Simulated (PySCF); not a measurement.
Cu(OH) (CuHO), SMILES [OH][Cu], multiplicity 1. The structure is a stationary point at r2SCAN-D4/def2-TZVP. The multiplicity is an assumed one; other spin states were not compared.

These are r2SCAN-D4/def2-TZVP in PySCF values and carry that method's errors.

Harmonic wavenumbers (cm⁻¹): 631, 795, 3769. Rotational constants (GHz): 638.8, 11.80, 11.59; symmetry number 1.

Question: Work out the zero-point energy and the ideal-gas rigid-rotor harmonic-oscillator thermochemistry at 298.15 K and 1 atm.

Answer: ZPE = ½ Σ hcν = ½ × 5195 cm⁻¹ = 31.07 kJ/mol. H − E(el) = 41.58 kJ/mol. Entropy in J/(mol K): translation 163.48, rotation 78.86, vibration 2.56, total 244.90. G − E(el) = -31.44 kJ/mol. Cp = 40.06 J/(mol K).
